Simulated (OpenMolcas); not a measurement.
## Kr3+: RASPT2 settings compared

* Program: OpenMolcas 26.06
* Basis: ANO-RCC [9s8p6d4f2g]
* Scalar Hamiltonian: DKH2, point nucleus
* Active space: 3 electrons in 9 orbitals (RAS2 4p; RAS3 4d 5s, at most 1 electron)
* State averaging: 2S+1 = 4 odd, 1 root; 2S+1 = 2 odd, 8 roots; 2S+1 = 4 even, 18 roots; 2S+1 = 2 even, 54 roots
* Spin-orbit coupling: state interaction with AMFI integrals over the reference wave functions, term energies averaged over their components

Methods on the same reference wave functions:
A. RASSCF
B. SS-RASPT2, IPEA 0.25 Eh, imaginary shift 0.3 Eh (closed shells correlated: 3d 4s)
C. MS-RASPT2, IPEA 0.25 Eh, imaginary shift 0.3 Eh (closed shells correlated: 3d 4s)

Energies in cm-1 above 4s2 4p3 4S* 3/2, the measured ground level; measured values from Saloman, J. Phys. Chem. Ref. Data 36, 215 (2007).

```json
{"Level": "4s2 4p3 4S* 3/2", "A": "0.0", "B": "0.0", "C": "0.0", "Measured": "0.0"}
{"Level": "4s2 4p3 2D* 3/2", "A": "22014", "B": "18240", "C": "18240", "Measured": "17038"}
{"Level": "4s2 4p3 2D* 5/2", "A": "23249", "B": "19410", "C": "19410", "Measured": "18700"}
{"Level": "4s2 4p3 2P* 1/2", "A": "38330", "B": "35330", "C": "35330", "Measured": "31056"}
{"Level": "4s2 4p3 2P* 3/2", "A": "40016", "B": "36990", "C": "36990", "Measured": "33406"}
{"Level": "4s2 4p2 4d 4F 3/2", "A": "171463", "B": "171160", "C": "171180", "Measured": "172724"}
{"Level": "4s2 4p2 4d 4F 5/2", "A": "172809", "B": "172350", "C": "172350", "Measured": "174106"}
{"Level": "4s2 4p2 4d 4F 7/2", "A": "174749", "B": "174400", "C": "174400", "Measured": "176231"}
{"Level": "4s2 4p2 4d 4F 9/2", "A": "177222", "B": "176840", "C": "176840", "Measured": "178877"}
{"Level": "4s2 4p2 4d 4D 1/2", "A": "179207", "B": "179430", "C": "179390", "Measured": "180687"}
{"Level": "4s2 4p2 4d 4D 3/2", "A": "179451", "B": "178940", "C": "178870", "Measured": "181000"}
{"Level": "4s2 4p2 4d 2P 3/2(1)", "A": "183402", "B": "168320", "C": "168230", "Measured": ""}
{"Level": "4s2 4p2 4d 2P 1/2(1)", "A": "187667", "B": "172450", "C": "172260", "Measured": ""}
{"Level": "4s2 4p2 4d 4P 5/2 [53 %]", "A": "198917", "B": "183060", "C": "182640", "Measured": ""}
{"Level": "4s2 4p2 4d 4P 1/2", "A": "200113", "B": "183750", "C": "183750", "Measured": ""}
{"Level": "4s2 4p2 4d 4P 3/2", "A": "200193", "B": "183690", "C": "183450", "Measured": ""}
{"Level": "4s2 4p2 4d 2G 7/2", "A": "201749", "B": "196820", "C": "196820", "Measured": ""}
{"Level": "4s2 4p2 4d 2G 9/2", "A": "202348", "B": "197540", "C": "197540", "Measured": ""}
{"Level": "4s2 4p2 5s 4P 1/2", "A": "203557", "B": "200000", "C": "199990", "Measured": "202373"}
{"Level": "4s2 4p2 5s 4P 3/2", "A": "205276", "B": "202350", "C": "202620", "Measured": "205214"}
{"Level": "4s2 4p2 5s 4P 5/2 [72 %]", "A": "207984", "B": "205020", "C": "205640", "Measured": "208064"}
{"Level": "4s2 4p2 4d 2D 3/2(1)", "A": "208913", "B": "194220", "C": "193650", "Measured": ""}
{"Level": "4s2 4p2 4d 2D 5/2(1) [74 %]", "A": "209250", "B": "194110", "C": "193350", "Measured": ""}
{"Level": "4s2 4p2 5s 2P 1/2 [71 %]", "A": "210101", "B": "206240", "C": "206340", "Measured": "208920"}
```

Deviations, from unrounded energies. A percentage is the sum of absolute deviations over the sum of measured energies, with the sign that they share, or ± where signs differ.

```
                        Against measurement  Levels      A     B     C
             mean absolute deviation (cm-1)      14   2500  2200  2200
other terms of the ground configuration (%)       4  +23.4  +9.7  +9.7
                   other configurations (%)      10   ±0.6  -1.1  -1.1
```

B, C lie about equally close to measurement and A furthest from it. The largest miss of C in the table is 4s2 4p3 2P* 1/2, by +4300 cm-1. The ranking rests on the paired levels alone, and a cruder setting can come out closer through cancelling errors.

Between B and C the level of the table that moves most is 4s2 4p2 4d 2D 5/2(1) [74 %], by 770 cm-1 (lowest in C, highest in B). Moves below CASPT2's spread within the term are not significant.

The mean deviations of B to C differ by less than CASPT2's widest spread within a term (5500 cm-1), so their order carries little weight.

From A to B the spin-free energies of the other terms of 4s2 4p3 shown, above 4S*, scale by factors of 0.83 to 0.92.

The lowest spin-free term lies below A's lowest term by 0.293 hartree in B, 0.293 hartree in C.

Term energies are means over components that CASPT2 splits; among the terms shown or strongly mixed into the levels shown the widest spread is 5500 cm-1 (4s2 4p2 4d 2D(1), C). ANO sets are built for valence states and can reach diffuse excited orbitals poorly, and with the s shell closed the s pⁿ⁺¹ terms that mix with these levels are absent. With the s shell closed, the reference lacks s² → p² mixing. The CASPT2 spread within a term exceeds the gap to the next term for 4s2 4p2 4d 2D(1) and 4s2 4p2 4d 2G, so the order of their levels is uncertain (holds for B; C). Computed and measured levels are paired by configuration, term and J; levels that our copy of the source lacks, or whose pairing is in doubt (as where it misses far off the trend of its configuration), stay unpaired and out of the deviations. Levels of configurations outside the active space are missing. The table leaves out levels that lie high or whose names do not pair safely across all columns.

A share in square brackets marks a mixed level and gives the weight of the term that names it, the lowest over the columns. A number in round brackets counts repeated terms of one configuration in the order of the reference energies. * marks odd parity.
